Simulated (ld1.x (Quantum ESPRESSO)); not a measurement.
# Before and after: PAW potential for P

ld1.x (Quantum ESPRESSO) 7.5 input, shortened:

```
&input
   title='P', zed=15., rel=1, dft='PBE', iswitch=3,
   config='[Ne] 3s2 3p1.5'
 /
 &inputp
   pseudotype=3, lpaw=.true., tm=.true., lloc=-1, rcloc=1.10,
   nlcc=.true., new_core_ps=.true., rcore=0.65,
   which_augfun='BESSEL', rmatch_augfun=0.95
 /
4
3S  1  0   2.00   0.00  1.05  1.30  0.0
3S  1  0   0.00   1.40  1.05  1.30  0.0
3P  2  1   1.50   0.00  1.10  1.35  0.0
3P  2  1   0.00  -0.75  1.10  1.35  0.0
 &test
   configts(1)='3s2 3p1.5'
 /
```

Change: local potential all-electron potential smoothed inside 1.05 bohr (lloc = -2).

Cutoffs: the cutoffs (Ry, on a coarse ladder) from which the occupation-weighted sum of valence levels, in a spherical-Bessel basis at the reference potential, stays within 10 and 1 mRy of its value at 400 Ry; they do not see the model core or the augmentation charge, which bear on the density cutoff. Errors are all-electron minus pseudo energies relative to the spin-unpolarised reference configuration.

**Question.** How do hardness, ghosts and transferability respond?

**Answer.** The potential gets neither clearly harder nor softer (12 Ry and 40 Ry → 21 Ry and 35 Ry); the bound ghost in p, s disappears; the number of tests that count goes from 7 to 5; of the 5 tests that both files solve, the error grows in 0 and shrinks in 3 by more than 15 % and 0.3 meV (median size 1.9 → 0.3 meV); the range in which the s phases agree narrows (upper end at the end of the scan → -0.8); the range in which the p phases agree narrows (upper end at the end of the scan → -0.0). A state that the projectors do not describe sees the local part alone, so a deeper or shallower local part can create or remove a ghost.

| quantity | base | changed |
| --- | --- | --- |
| cutoff, loose | 12 Ry | 21 Ry |
| cutoff, tight | 40 Ry | 35 Ry |
| loose cutoff by channel (10 mRy a level) | s 10 Ry, p 8 Ry | s 18 Ry, p 8 Ry |
| bound ghosts | s, p | none |
| tests counted (converged, no solver errors) | 7 of 7 | 5 of 7 |
| error for 3s2 3p3, meV [ΔE -18.04 eV] | -2.3 | +0.3 |
| error for 3s2 3p2, meV [ΔE -8.32 eV] | -0.3 | +0.2 |
| error for 3s2 3p1, meV [ΔE 10.83 eV] | -1.9 | -1.3 |
| error for 3s2 3p3.3, meV [ΔE -19.35 eV] | -2.6 | +0.4 |
| error for 3s1 3p3, meV [ΔE 0.81 eV] | -0.1 | -0.1 |
| s: phases at 1.51 bohr within 0.05 rad from the reference energy up to (Ry; the scan ends near 5) | to the end of the scan | -0.8 |
| p: phases at 1.51 bohr within 0.05 rad from the reference energy up to (Ry; the scan ends near 5) | to the end of the scan | -0.0 |
| lowest overlap eigenvalue by channel | s 0.57, p 0.78 | s 0.57, p 0.78 |

Changed file: Tests not counted: 3s2 3p0 (solver errors, printed error -25.5 eV); 3s1 3p0 (solver errors, printed error -1.6 eV). A true bound ghost makes a file unfit for plane-wave use even where its test errors are small: the radial tests pick states by their node count and pass the ghost by.
